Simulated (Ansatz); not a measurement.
One change: `CB(C)[SiH2]Cl` becomes `CB(C)O[SiH3]`.

Ansatz, PBE0-D4/def2-TZVP geometries, multiplicity 1. Each molecule was computed in one conformer, which needn't be the lowest.

```csv
property,`CB(C)[SiH2]Cl`
HOMO–LUMO gap (PBE0/def2-TZVPP) / eV,6.07
LUMO energy (PBE0/def2-TZVPP) / eV,-1.57
size of the dipole moment (ωB97M-V/def2-TZVPP) / D,2.41
size of the dipole moment (PBE/def2-TZVPP) / D,2.40
LUMO energy (ωB97M-V/def2-TZVPP) / eV,0.41
size of the dipole moment (B3LYP/def2-TZVPP) / D,2.40
```

Task: Give the same properties after the change, and the shifts. (Best estimate.)

Result: Ansatz gave: 
| property | `CB(C)O[SiH3]` | shift |
| --- | --- | --- |
| HOMO–LUMO gap (PBE0/def2-TZVPP) / eV | 8.35 | 2.28 |
| LUMO energy (PBE0/def2-TZVPP) / eV | 0.25 | 1.82 |
| size of the dipole moment (ωB97M-V/def2-TZVPP) / D | 0.66 | -1.75 |
| size of the dipole moment (PBE/def2-TZVPP) / D | 0.62 | -1.78 |
| LUMO energy (ωB97M-V/def2-TZVPP) / eV | 1.73 | 1.32 |
| size of the dipole moment (B3LYP/def2-TZVPP) / D | 0.67 | -1.73 |

With PBE0 the HOMO falls by 0.46 eV and the LUMO rises by 1.82 eV, so the gap widens by about 2.28 eV. PBE moves the HOMO by -0.26 eV and ωB97M-V by -0.66 eV. Dipoles are sizes alone; their direction can turn.

B3LYP here is the variant with VWN-RPA as its local correlation; programs differ in this.
